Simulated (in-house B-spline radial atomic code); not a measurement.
A fraction x of an electron is moved 5p → 6f in Ho II (Ho+), starting from [Xe] 4f11 6s1 and keeping the highest spin. Computed with an all-electron radial atomic-structure program (B-spline basis): scalar-relativistic (X2C) PBEsol, spin-polarised, spherical fractional occupations, Fermi nucleus of rms radius 5.2022 fm.

| x | E(x) - E(0) (eV) | 5p down level (eV) | 6f up level (eV) |
| --- | --- | --- | --- |
| 0 | 0.0000 | -31.873 | - |
| 0.125 | 3.9392 | -33.081 | -1.081 |
| 0.25 | 8.0039 | -34.273 | -1.234 |
| 0.375 | ? | ? | ? |
| 0.5 | 16.5252 | -36.617 | -1.489 |
| 0.625 | 20.9808 | -37.771 | -1.609 |
| 0.75 | ? | ? | ? |
| 0.875 | 30.2768 | -40.039 | -1.839 |
| 1 | 35.1148 | -41.155 | -1.949 |

Task: What belongs in the row x = 0.375?

Result: An energy change of 12.1993 eV; 5p down at -35.451 eV, 6f up at -1.366 eV.

Task: What belongs in the row x = 0.75?

Result: An energy change of 25.5651 eV; 5p down at -38.911 eV, 6f up at -1.725 eV.

Task: Check Janak's theorem between x = 0.125 and 0.25.

Result: The slope of the energy is 32.52 eV; the orbital levels give 32.52 eV (ε of the receiving orbital less ε of the emptying one, averaged over the two points).
